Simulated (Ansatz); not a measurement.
`C=CCCCCC` + H₂ → `C=CCCCC` + CH₄  (hydrogenolysis of a C–C bond)

Gas-phase electronic energies from Ansatz, PBE0-D4/def2-TZVP geometries. CBS: MP2 limit from def2 TZ/QZ plus the TZ coupled-cluster correction, frozen cores. This one scheme is used for every species. Functionals use def2-TZVPP. B3LYP here is the variant with VWN-RPA as its local correlation; programs differ in this. Each species was taken in one conformer, which may not be the lowest.

```json
{"level": "r2SCAN-D4", "ΔE (kJ/mol)": "-71.4", "difference from CCSD(T)/CBS": "-2.9"}
{"level": "ωB97X-V", "ΔE (kJ/mol)": "-70.0", "difference from CCSD(T)/CBS": "-1.5"}
{"level": "ωB97M-V", "ΔE (kJ/mol)": "-70.3", "difference from CCSD(T)/CBS": "-1.8"}
{"level": "B2PLYP", "ΔE (kJ/mol)": "-77.6", "difference from CCSD(T)/CBS": "-9.1"}
{"level": "r2SCAN", "ΔE (kJ/mol)": "-73.7", "difference from CCSD(T)/CBS": "-5.2"}
{"level": "B3LYP", "ΔE (kJ/mol)": "-83.9", "difference from CCSD(T)/CBS": "-15.4"}
{"level": "CCSD/def2-TZVPP", "ΔE (kJ/mol)": "-73.1", "difference from CCSD(T)/CBS": "-4.6"}
{"level": "HF/CBS(def2)", "ΔE (kJ/mol)": "-90.9", "difference from CCSD(T)/CBS": "-22.4"}
{"level": "MP2/CBS(def2)", "ΔE (kJ/mol)": "-65.1", "difference from CCSD(T)/CBS": "3.4"}
{"level": "CCSD/CBS(def2)", "ΔE (kJ/mol)": "-72.4", "difference from CCSD(T)/CBS": "-3.9"}
{"level": "CCSD(T)/CBS", "ΔE (kJ/mol)": "-68.5", "difference from CCSD(T)/CBS": "0"}
```

Largest T1 diagnostic among the species: 0.009.

The D4 term adds +10.6 kJ/mol with B3LYP and +6.1 kJ/mol with PBE0; it sums over pairs of atoms, weighted by their polarisabilities, and B3LYP, whose exchange is more repulsive, gets the larger term. In def2-TZVPP, CCSD(T) changes the Hartree–Fock value by +21.9 kJ/mol (the triples alone add +3.9 kJ/mol) and MP2 by +25.2 kJ/mol.
